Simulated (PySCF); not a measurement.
Gas-phase reaction: 2 GaCl + 3 I₂ ⇌ 2 GaI₃ + 2 Cl

Computed with PySCF and rigid-rotor harmonic-oscillator thermochemistry at 1 bar. † marks an energy on the PBE0/def2-TZVP geometry and frequencies; other levels use their own. MP2 freezes the core. Open shells (unrestricted): Cl (multiplicity 2, electronic degeneracy 6); the rest are closed-shell singlets. Spin-orbit splitting is ignored; it lowers the true energy and changes the entropy of Cl. I: scalar-relativistic def2 core potential, no spin-orbit coupling. Ga: all electrons, no relativistic terms. MP2 isn't extrapolated to the basis-set limit; its ΔH°(298 K) is -251.9 kJ in def2-SVP and -200.7 kJ in def2-TZVPP. The harmonic model lacks anharmonicity and excited electronic states, which grow with temperature; levels with a mode under 35 cm⁻¹ are left out. Soft modes under 120 cm⁻¹ make the harmonic entropy rough for GaI₃.

ΔH° and ΔS° at 298 K: HF/def2-TZVP† -248 kJ, -154 J/K; M06-2X/def2-TZVP† -122 kJ, -154 J/K; MP2/def2-TZVPP† -201 kJ, -154 J/K; PBE/def2-SVP -53 kJ, -152 J/K; PBE/def2-TZVP† -22 kJ, -154 J/K; PBE0/def2-QZVP† -75 kJ, -154 J/K.

Q: With the heat capacities included, give log10 K (1 bar) at 500, 800, 1000, 1600, 2500 K from HF/def2-TZVP†, M06-2X/def2-TZVP†, MP2/def2-TZVPP†, PBE/def2-SVP, PBE/def2-TZVP†, PBE0/def2-QZVP†.

A: 
```json
[
 {"T (K)": "500", "HF/def2-TZVP†": "18.0", "M06-2X/def2-TZVP†": "4.8", "MP2/def2-TZVPP†": "13.1", "PBE/def2-SVP": "-2.3", "PBE/def2-TZVP†": "-5.6", "PBE0/def2-QZVP†": "-0.1"},
 {"T (K)": "800", "HF/def2-TZVP†": "8.5", "M06-2X/def2-TZVP†": "0.3", "MP2/def2-TZVPP†": "5.5", "PBE/def2-SVP": "-4.1", "PBE/def2-TZVP†": "-6.2", "PBE0/def2-QZVP†": "-2.7"},
 {"T (K)": "1000", "HF/def2-TZVP†": "5.5", "M06-2X/def2-TZVP†": "-1.1", "MP2/def2-TZVPP†": "3.0", "PBE/def2-SVP": "-4.6", "PBE/def2-TZVP†": "-6.3", "PBE0/def2-QZVP†": "-3.6"},
 {"T (K)": "1600", "HF/def2-TZVP†": "1.0", "M06-2X/def2-TZVP†": "-3.1", "MP2/def2-TZVPP†": "-0.5", "PBE/def2-SVP": "-5.3", "PBE/def2-TZVP†": "-6.4", "PBE0/def2-QZVP†": "-4.6"},
 {"T (K)": "2500", "HF/def2-TZVP†": "-1.5", "M06-2X/def2-TZVP†": "-4.1", "MP2/def2-TZVPP†": "-2.5", "PBE/def2-SVP": "-5.5", "PBE/def2-TZVP†": "-6.2", "PBE0/def2-QZVP†": "-5.1"}
]
```
